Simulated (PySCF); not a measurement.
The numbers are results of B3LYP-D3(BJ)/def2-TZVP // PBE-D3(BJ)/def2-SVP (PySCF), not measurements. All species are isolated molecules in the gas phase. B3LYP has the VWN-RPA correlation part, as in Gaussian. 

Reference species: [Hf(F)3(H)] (neutral, multiplicity 1).

| Property | Result |
|---|---|
| LUMO | -1.68 eV |
| mean distance from the central atom to its bonded neighbours | 1.895 Å |
| coordination number | 4 |

Changed species: [Hf(F)4] (0 of 4 F replaced by H; the reference has 1 of 4 F replaced by H).

Q: What does the change do to the LUMO, mean distance from the central atom to its bonded neighbours and coordination number?

A: the LUMO rises by 0.33 eV, to -1.35 eV; the mean distance from the central atom to its bonded neighbours rises by 0.020 Å, to 1.915 Å; the coordination number stays essentially unchanged.
